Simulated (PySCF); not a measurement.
The numbers are results of TPSSh-D3(BJ)/def2-TZVP // CAM-B3LYP-D3(BJ)/def2-TZVP in PySCF, not measurements. All species are isolated molecules in the gas phase. One relaxed conformer stands for a flexible species; it need not be the lowest. Excitations are Tamm–Dancoff values on a coarser integration grid. The basis has no diffuse functions, so Rydberg states are missing or too high.

Reference species (SMILES): `NB(O)N` (N–B–O–H torsion 180°) (neutral, multiplicity 1).

- S1 excitation (TDA): 5.93 eV
- T1 excitation (TDA): 5.72 eV
- S1 oscillator strength: 0.000

Changed species: `OB(O)O` (0 of 3 OH replaced by NH2; the reference has 2 of 3 OH replaced by NH2).

### Question
Predict the effect on the S1 excitation (TDA), T1 excitation (TDA) and S1 oscillator strength.

### Answer
the S1 excitation (TDA) rises by 1.61 eV, to 7.54 eV; the T1 excitation (TDA) increases by 1.64 eV, to 7.36 eV; the S1 oscillator strength hardly moves.
